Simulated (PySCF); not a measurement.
Task: Write Cartesian coordinates for `C=[CH][GeH]1[CH]=CC=[CH]1` as optimised with PBE0-D3(BJ)/def2-SVP.

Result: 
```xyz
15
C6H8Ge angstrom
C      2.4355   -0.6764    0.4041
C      2.0272    0.2321   -0.4862
Ge     0.2276    0.2704   -1.2079
C     -0.8989   -1.1971   -0.6057
C     -1.9166   -0.6586    0.0947
C     -1.9540    0.8139    0.2481
C     -0.9717    1.5331   -0.3285
H      1.7693   -1.4639    0.7731
H      3.4543   -0.6723    0.8085
H      2.7344    1.0011   -0.8218
H      0.2754    0.4495   -2.7388
H     -0.7992   -2.2715   -0.7713
H     -2.7115   -1.2616    0.5488
H     -2.7696    1.2689    0.8219
H     -0.9172    2.6213   -0.2621
```

Orientation and origin are arbitrary. Atoms count from 1 in this order. Ge3 (germanium bonded to 3 C and H) has angles from 89.6° to 114.6°. The 5-membered ring Ge3–C4–C5–C6–C7 has internal angles of 89.6° to 118.0°; it is planar, 0.00 Å rms from its mean plane, widest ring torsion 0°. The 4 C–C bonds span 1.336 Å (C1=C2, drawn double) to 1.481 Å (C5–C6, drawn single), a spread of 0.145 Å. Of the pairs four or more bonds apart, C4···H8 is among the closest relative to their van der Waals radii: 3.02 Å, 104 % of the sum of Bondi's values.

Bonds between heavy atoms (Å): C1=C2 1.336, C2–Ge3 1.939, Ge3–C4 1.946, C4=C5 1.348, C5–C6 1.481, C6=C7 1.347, Ge3–C7 1.951.

Method used: PBE0-D3(BJ)/def2-SVP geometry optimisation, gas phase in PySCF.

Point group: C1 (no symmetry element, even within 0.4 Å). Stationary, but not proved a minimum. The numbers are those of one conformer (C1–C2–Ge3–C4 -4°).
